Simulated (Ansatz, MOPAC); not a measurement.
System: Si$_{2}$H$_{2}$F$_{3}$, net charge 0, doublet state. SMILES: F[SiH][SiH](F)F

Atoms: F1, Si2, Si3, F4, F5, H6, H7. Bonds: F1-Si2, Si2-Si3, Si2-H6, Si3-F4, Si3-F5, Si3-H7.

Bond lengths (Å) and angles (degrees) optimised at AM1 with MOPAC; PM3 with MOPAC; HF/STO-3G with Ansatz (a program for electronic structure); HF/6-31G* with Ansatz; B3LYP/6-31G* with Ansatz; MP2/6-31G* with Ansatz, each started from the B3LYP-D3(BJ)/def2-TZVP structure (Ansatz) of the last column. A row stands for all coordinates that are equal there; 11 of 15 kinds are shown. 6-31G* holds six Cartesian d functions. No wavenumbers were computed at HF/STO-3G, MP2/6-31G*, so these may be saddle points.

| coordinate | AM1 | PM3 | HF/STO-3G | HF/6-31G* | B3LYP/6-31G* | MP2/6-31G* | B3LYP-D3(BJ)/def2-TZVP |
|---|---|---|---|---|---|---|---|
| F1-Si2 | 1.613 | 1.584 | 1.634 | 1.604 | 1.624 | 1.629 | 1.615 |
| Si2-Si3 | 2.539 | 2.466 | 2.271 | 2.339 | 2.350 | 2.333 | 2.355 |
| Si2-H6 | 1.458 | 1.495 | 1.433 | 1.477 | 1.497 | 1.488 | 1.489 |
| Si3-F4 | 1.617 | 1.595 | 1.621 | 1.589 | 1.609 | 1.614 | 1.598 |
| Si3-F5 | 1.616 | 1.595 | 1.620 | 1.587 | 1.607 | 1.611 | 1.596 |
| Si3-H7 | 1.455 | 1.509 | 1.428 | 1.466 | 1.486 | 1.479 | 1.477 |
| F1-Si2-Si3 | 122.0 | 116.2 | 109.0 | 109.6 | 110.5 | 110.2 | 109.4 |
| Si2-Si3-F4 | 114.4 | 111.4 | 112.4 | 106.5 | 105.5 | 105.6 | 106.3 |
| Si2-Si3-F5 | 115.9 | 114.4 | 111.4 | 109.7 | 109.7 | 109.5 | 108.5 |
| F4-Si3-F5 | 104.4 | 103.9 | 104.2 | 107.1 | 107.9 | 108.0 | 107.8 |
| F1-Si2-H6 | 117.0 | 110.7 | 105.8 | 108.2 | 107.9 | 108.5 | 107.1 |

Mean signed difference of all 6 bond lengths from B3LYP-D3(BJ)/def2-TZVP: AM1 0.028 Å, PM3 0.019 Å, HF/STO-3G -0.020 Å, HF/6-31G* -0.011 Å, B3LYP/6-31G* 0.007 Å, MP2/6-31G* 0.004 Å.
